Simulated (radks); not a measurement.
Species: Br+. Configuration: [Ar] 3d10 4s2 4p4. Method: Dirac Kohn-Sham, PBE, spin-unpolarised, spherical densities, point nucleus; open shells are shared between the two j in proportion to 2j + 1; speed of light set to 13703.6 atomic units (100 times the physical value, a model run); computed with a radial shooting solver on a logarithmic mesh with Libxc functionals.

Unscreened Slater integrals over Kohn-Sham orbitals (eV). Large and small components are both included.

integral,value
"F0(4p3/2,4p3/2)",12.490
"F2(4p3/2,4p3/2)",6.5204
"F0(4p3/2,4p1/2)",12.490
"G2(4p3/2,4p1/2)",6.5204
"F0(4p3/2,4s1/2)",13.472
"G1(4p3/2,4s1/2)",8.9618
"F0(4p3/2,3d5/2)",16.337
"F2(4p3/2,3d5/2)",3.2675
"G1(4p3/2,3d5/2)",1.0797
"G3(4p3/2,3d5/2)",0.99228
"F0(4p1/2,4p1/2)",12.490
"F0(4p1/2,4s1/2)",13.472
"G1(4p1/2,4s1/2)",8.9618
"F0(4p1/2,3d5/2)",16.337
"G3(4p1/2,3d5/2)",0.99229
"F0(4s1/2,4s1/2)",14.751
"F0(4s1/2,3d5/2)",18.883
"G2(4s1/2,3d5/2)",1.5403
"F0(3d5/2,3d5/2)",42.515
"F2(3d5/2,3d5/2)",20.345
"F4(3d5/2,3d5/2)",12.797
